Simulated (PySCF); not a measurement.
Mg(H)(OMe) (CH₄MgO), SMILES C[O][MgH].

Coordinates come from a B3LYP-D3(BJ)/def2-TZVP optimisation.

All values below come from B3LYP/def2-TZVPD (PySCF).

```json
{
 "total_energy": "-315.90061 hartree",
 "point_group": "C3v",
 "highest_occupied_level": "-6.90 eV",
 "lowest_empty_level": "-0.92 eV",
 "orbital_gap": "5.99 eV",
 "dipole_moment": "0.10 D",
 "quadrupole, principal values (traceless, Buckingham form, about the centre of nuclear charge)": "-9.61, 4.81, 4.81 D·Å",
 "mean_static_polarisability": "46.7 bohr³ (6.93 Å³)",
 "polarisability_principal_values": "41.2, 41.2, 57.8 bohr³"
}
```
